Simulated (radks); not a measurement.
Task: Coulomb parameter of the 4d shell of the silver ion Ag+ in the model configuration [Kr] 4d9 5p1, as a second difference U = [E(n + 0.25) + E(n - 0.25) - 2 E(n)] / (0.25)^2 with all orbitals relaxed. "Bare": the charge of the atom changes with n. "Screened": the 5p shell takes up the change at fixed total charge, which measures U(4d,4d) + U(5p,5p) - 2 U(4d,5p). Calculated with a radial shooting solver on a logarithmic mesh with Libxc functionals: scalar-relativistic Kohn-Sham, r2SCAN, spin-unpolarised, spherical densities, finite nucleus; meta-GGA in the generalised Kohn-Sham scheme; Fermi nuclear charge, rms radius 4.5454 fm. Estimate both.

Result: U(bare) = 12.621 eV, U(screened by 5p) = 3.458 eV, against the Slater integral F0(4d,4d) = 18.802 eV with frozen orbitals.
